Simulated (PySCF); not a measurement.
**First hyperpolarisability: SMILES CB(C(=C=CC)F)C, C6H10BF**

Molfile (atoms numbered from 1):
```
C6H10BF
     RDKit          3D

 18 17  0  0  0  0  0  0  0  0999 V2000
    2.2836    2.4704    1.6809 C   0  0  0  0  0  0  0  0  0  0  0  0
    1.8974    1.1390    1.1110 C   0  0  0  0  0  0  0  0  0  0  0  0
    0.7495    0.5364    1.2865 C   0  0  0  0  0  0  0  0  0  0  0  0
   -0.4372   -0.0373    1.3965 C   0  0  0  0  0  0  0  0  0  0  0  0
   -0.6579   -0.8953    2.4213 F   0  0  0  0  0  0  0  0  0  0  0  0
   -1.6116    0.2165    0.4005 B   0  0  0  0  0  0  0  0  0  0  0  0
   -1.4517    1.2488   -0.7699 C   0  0  0  0  0  0  0  0  0  0  0  0
   -2.9382   -0.5949    0.6075 C   0  0  0  0  0  0  0  0  0  0  0  0
    1.4655    2.9123    2.2649 H   0  0  0  0  0  0  0  0  0  0  0  0
    2.5578    3.1692    0.8742 H   0  0  0  0  0  0  0  0  0  0  0  0
    3.1656    2.3698    2.3338 H   0  0  0  0  0  0  0  0  0  0  0  0
    2.6495    0.6247    0.4947 H   0  0  0  0  0  0  0  0  0  0  0  0
   -0.4258    1.5984   -0.9533 H   0  0  0  0  0  0  0  0  0  0  0  0
   -1.8819    0.8611   -1.7080 H   0  0  0  0  0  0  0  0  0  0  0  0
   -2.0665    2.1317   -0.5103 H   0  0  0  0  0  0  0  0  0  0  0  0
   -3.8113   -0.1678    0.0931 H   0  0  0  0  0  0  0  0  0  0  0  0
   -3.1717   -0.7755    1.6675 H   0  0  0  0  0  0  0  0  0  0  0  0
   -2.7613   -1.5974    0.1707 H   0  0  0  0  0  0  0  0  0  0  0  0
  1  2  1  0
  2  3  2  0
  3  4  2  0
  4  5  1  0
  4  6  1  0
  6  7  1  0
  6  8  1  0
  1  9  1  0
  1 10  1  0
  1 11  1  0
  2 12  1  0
  7 13  1  0
  7 14  1  0
  7 15  1  0
  8 16  1  0
  8 17  1  0
  8 18  1  0
M  END
```

Method used: quadratic response CAM-B3LYP/aug-cc-pVDZ first hyperpolarisability, Taylor convention, gas phase (PySCF). Geometry: PBE0-D3(BJ)/def2-SVP.

(1) What is the first hyperpolarisability, and how does it disperse?

(2) Which lowest excitations, dipole and polarisabilities go with it?

## Answers

(1) In 10⁻³⁰ esu, Taylor convention; the vector part is βᵢ = ⅓ Σⱼ (βᵢⱼⱼ + βⱼᵢⱼ + βⱼⱼᵢ); β∥ is 3/5 of the vector part along the dipole, the dipole points from − to +:
| process | λ (nm) | β vector norm | β∥ | β HRS | depolarisation ratio |
| --- | --- | --- | --- | --- | --- |
| static β(0;0,0) | ∞ | 2.18 | -0.28 | 0.96 | 4.10 |
| second harmonic β(−2ω;ω,ω) | 1907 | 2.34 | -0.27 | 1.04 | 4.13 |
| Pockels β(−ω;ω,0) | 1907 | 2.23 | -0.28 | – | – |
| second harmonic β(−2ω;ω,ω) | 1064 | 2.80 | -0.21 | 1.24 | 4.20 |
| Pockels β(−ω;ω,0) | 1064 | 2.35 | -0.27 | – | – |

(2) S1 5.07 eV (f = 0.000); S2 5.45 eV (f = 0.002); S3 5.64 eV (f = 0.389); dipole 2.34 D; isotropic α 95.8 au static, 96.2 au at 1907 nm, 97.1 au at 1064 nm, 97.4 au at 953.5 nm, 101.1 au at 532 nm.
